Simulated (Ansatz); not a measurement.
A first, cheap relaxation of `C[O][Al]([CH3])[OH]`.

```yaml
crystal:
  periodic: [false, false, false]
  atoms:
    - {symbol: C, position_ang: [-1.263300, -0.260100, 1.581600]}
    - {symbol: O, position_ang: [-0.078100, -0.846400, 1.357200]}
    - {symbol: Al, position_ang: [0.801700, 0.023600, -0.020500]}
    - {symbol: C, position_ang: [0.640700, -0.536500, -1.898300]}
    - {symbol: O, position_ang: [1.953500, 1.417000, 0.362500]}
    - {symbol: H, position_ang: [-1.178100, 0.858300, 1.888600]}
    - {symbol: H, position_ang: [-1.928400, -0.273100, 0.667400]}
    - {symbol: H, position_ang: [-1.801900, -0.728400, 2.381500]}
    - {symbol: H, position_ang: [-0.501100, -0.425500, -2.119600]}
    - {symbol: H, position_ang: [1.181800, 0.092400, -2.540200]}
    - {symbol: H, position_ang: [0.864700, -1.606500, -1.987100]}
    - {symbol: H, position_ang: [1.385500, 2.230100, 0.360800]}
basis:
  gaussian: {orbitals: def2-SVP}
hamiltonian: {xc: pbe, dispersion: d4}
relax: {f_tol: 0.03, max_steps: 200}
```

```sh
$ ansatz run in.yaml --threads 4 --pin off --events-out ev --progress --plain
```

It prints (some lines left out):

```
Functional definition: PBE
mean field -12862.77074525 eV, -472.6981061886 hartree, gradient 1.4e-5 eV, S^2 0.000000; 0 other end points of the search recorded, 0 dependent functions left out
relax step   1: F+E_penalty+E_count = -12862.96415384 eV  Δ(F+E_penalty+E_count) = +0.000e0 eV  max|allowed force component| = 3.369e0 eV/Å  Δτ_max = 0.0000 Å  (29 SCF iters, accepted)
mean field -12863.25027362 eV, -472.7157285313 hartree, gradient 1.1e-5 eV, S^2 0.000000; 0 other end points of the search recorded, 0 dependent functions left out
relax step   2: F+E_penalty+E_count = -12863.44451081 eV  Δ(F+E_penalty+E_count) = -4.804e-1 eV  max|allowed force component| = 1.368e0 eV/Å  Δτ_max = 0.1308 Å  (30 SCF iters, accepted)
mean field -12863.41127607 eV, -472.7216452622 hartree, gradient 2.2e-5 eV, S^2 0.000000; 0 other end points of the search recorded, 0 dependent functions left out
relax step   3: F+E_penalty+E_count = -12863.60616803 eV  Δ(F+E_penalty+E_count) = -1.617e-1 eV  max|allowed force component| = 1.814e0 eV/Å  Δτ_max = 0.1945 Å  (35 SCF iters, accepted)
mean field -12863.53798217 eV, -472.7263016257 hartree, gradient 1.3e-5 eV, S^2 0.000000; 0 other end points of the search recorded, 0 dependent functions left out
relax step   4: F+E_penalty+E_count = -12863.73233662 eV  Δ(F+E_penalty+E_count) = -1.262e-1 eV  max|allowed force component| = 1.019e0 eV/Å  Δτ_max = 0.1514 Å  (28 SCF iters, accepted)
mean field -12863.65460837 eV, -472.7305875594 hartree, gradient 2.3e-5 eV, S^2 0.000000; 0 other end points of the search recorded, 0 dependent functions left out
relax step   5: F+E_penalty+E_count = -12863.84774628 eV  Δ(F+E_penalty+E_count) = -1.154e-1 eV  max|allowed force component| = 1.047e0 eV/Å  Δτ_max = 0.2000 Å  (35 SCF iters, accepted)
mean field -12863.74754600 eV, -472.7340029543 hartree, gradient 1.0e-5 eV, S^2 0.000000; 0 other end points of the search recorded, 0 dependent functions left out
relax step   6: F+E_penalty+E_count = -12863.93946092 eV  Δ(F+E_penalty+E_count) = -9.171e-2 eV  max|allowed force component| = 2.856e-1 eV/Å  Δτ_max = 0.2000 Å  (27 SCF iters, accepted)
mean field -12863.78376935 eV, -472.7353341377 hartree, gradient 9.1e-6 eV, S^2 0.000000; 0 other end points of the search recorded, 0 dependent functions left out
relax step   7: F+E_penalty+E_count = -12863.97421084 eV  Δ(F+E_penalty+E_count) = -3.475e-2 eV  max|allowed force component| = 2.209e-1 eV/Å  Δτ_max = 0.1716 Å  (28 SCF iters, accepted)
mean field -12863.79300895 eV, -472.7356736867 hartree, gradient 2.7e-5 eV, S^2 0.000000; 0 other end points of the search recorded, 0 dependent functions left out
relax step   8: F+E_penalty+E_count = -12863.98200819 eV  Δ(F+E_penalty+E_count) = -7.797e-3 eV  max|allowed force component| = 5.694e-1 eV/Å  Δτ_max = 0.1749 Å  (34 SCF iters, accepted)
mean field -12863.80813631 eV, -472.7362296072 hartree, gradient 2.7e-5 eV, S^2 0.000000; 0 other end points of the search recorded, 0 dependent functions left out
relax step   9: F+E_penalty+E_count = -12863.99780168 eV  Δ(F+E_penalty+E_count) = -1.579e-2 eV  max|allowed force component| = 1.915e-1 eV/Å  Δτ_max = 0.0428 Å  (29 SCF iters, accepted)
mean field -12863.83214878 eV, -472.7371120489 hartree, gradient 7.4e-6 eV, S^2 0.000000; 0 other end points of the search recorded, 0 dependent functions left out
relax step  10: F+E_penalty+E_count = -12864.02233292 eV  Δ(F+E_penalty+E_count) = -2.453e-2 eV  max|allowed force component| = 2.099e-1 eV/Å  Δτ_max = 0.2000 Å  (35 SCF iters, accepted)
mean field -12863.83326692 eV, -472.7371531398 hartree, gradient 8.1e-6 eV, S^2 0.000000; 0 other end points of the search recorded, 0 dependent functions left out
relax step  11: F+E_penalty+E_count = -12864.02364056 eV  Δ(F+E_penalty+E_count) = -1.308e-3 eV  max|allowed force component| = 6.682e-1 eV/Å  Δτ_max = 0.1961 Å  (35 SCF iters, accepted)
mean field -12863.85327865 eV, -472.7378885575 hartree, gradient 7.8e-6 eV, S^2 0.000000; 0 other end points of the search recorded, 0 dependent functions left out
relax step  12: F+E_penalty+E_count = -12864.04494079 eV  Δ(F+E_penalty+E_count) = -2.130e-2 eV  max|allowed force component| = 9.143e-2 eV/Å  Δτ_max = 0.1213 Å  (30 SCF iters, accepted)
mean field -12863.85534034 eV, -472.7379643233 hartree, gradient 7.5e-6 eV, S^2 0.000000; 0 other end points of the search recorded, 0 dependent functions left out
relax step  13: F+E_penalty+E_count = -12864.04768998 eV  Δ(F+E_penalty+E_count) = -2.749e-3 eV  max|allowed force component| = 1.269e-1 eV/Å  Δτ_max = 0.0590 Å  (30 SCF iters, accepted)
mean field -12863.85624386 eV, -472.7379975268 hartree, gradient 7.2e-6 eV, S^2 0.000000; 0 other end points of the search recorded, 0 dependent functions left out
relax step  14: F+E_penalty+E_count = -12864.04905538 eV  Δ(F+E_penalty+E_count) = -1.365e-3 eV  max|allowed force component| = 7.108e-2 eV/Å  Δτ_max = 0.0416 Å  (31 SCF iters, accepted)
mean field -12863.85534575 eV, -472.7379645220 hartree, gradient 7.6e-6 eV, S^2 0.000000; 0 other end points of the search recorded, 0 dependent functions left out
relax step  15: F+E_penalty+E_count = -12864.04888310 eV  Δ(F+E_penalty+E_count) = +1.723e-4 eV  max|allowed force component| = 1.236e-1 eV/Å  Δτ_max = 0.0701 Å  (30 SCF iters, rejected (line search))
mean field -12863.85695643 eV, -472.7380237133 hartree, gradient 7.3e-6 eV, S^2 0.000000; 0 other end points of the search recorded, 0 dependent functions left out
relax step  16: F+E_penalty+E_count = -12864.05001029 eV  Δ(F+E_penalty+E_count) = -9.549e-4 eV  max|allowed force component| = 1.859e-2 eV/Å  Δτ_max = 0.0350 Å  (31 SCF iters, accepted)
mean field -12863.85672707 eV, -472.7380152846 hartree, gradient 7.4e-6 eV, S^2 0.000000; 0 other end points of the search recorded, 0 dependent functions left out
relax step  17: F+E_penalty+E_count = -12864.05034489 eV  Δ(F+E_penalty+E_count) = -3.346e-4 eV  max|allowed force component| = 2.411e-2 eV/Å  Δτ_max = 0.0555 Å  (30 SCF iters, accepted)
mean field -12863.85672707 eV, -472.7380152846 hartree, gradient 8.0e-6 eV, S^2 0.000000; 1 other end points of the search recorded, 0 dependent functions left out
Total energy: -12864.05038501 eV, -472.7451320825 hartree
Atom 0 at    -1.454532    -0.225560     1.536255 Å, force    -0.024106     0.008728    -0.001322 eV/Å
Atom 1 at    -0.251009     0.404169     1.201507 Å, force    -0.008484    -0.014721     0.008301 eV/Å
Atom 2 at     0.799866     0.444801    -0.157460 Å, force    -0.022676    -0.008761     0.004854 eV/Å
Atom 3 at     0.491840    -0.536543    -1.814688 Å, force     0.001069     0.002610    -0.001283 eV/Å
Atom 4 at     2.209088     1.414163    -0.013344 Å, force     0.023526     0.008721    -0.009252 eV/Å
Atom 5 at    -2.208860     0.520283     1.882033 Å, force     0.022459    -0.021756    -0.013126 eV/Å
Atom 6 at    -1.915542    -0.790458     0.688376 Å, force     0.016196     0.014712     0.020796 eV/Å
Atom 7 at    -1.309806    -0.950633     2.371709 Å, force     0.000904     0.013101    -0.012465 eV/Å
Atom 8 at    -0.575812    -0.524931    -2.116766 Å, force     0.007459    -0.001182    -0.000501 eV/Å
Atom 9 at     1.093783    -0.111418    -2.643131 Å, force    -0.005104    -0.005599     0.001500 eV/Å
Atom 10 at     0.785671    -1.601633    -1.700217 Å, force    -0.001008     0.006382    -0.002945 eV/Å
Atom 11 at     2.412313     1.902660     0.799625 Å, force    -0.010235    -0.002234     0.005443 eV/Å
Dipole moment:    -0.185077    -0.098857     0.075805 e Å
```

Hardware: 4 threads of a server CPU on a shared host. Wall time 19 s, peak host memory 0.17 GiB.
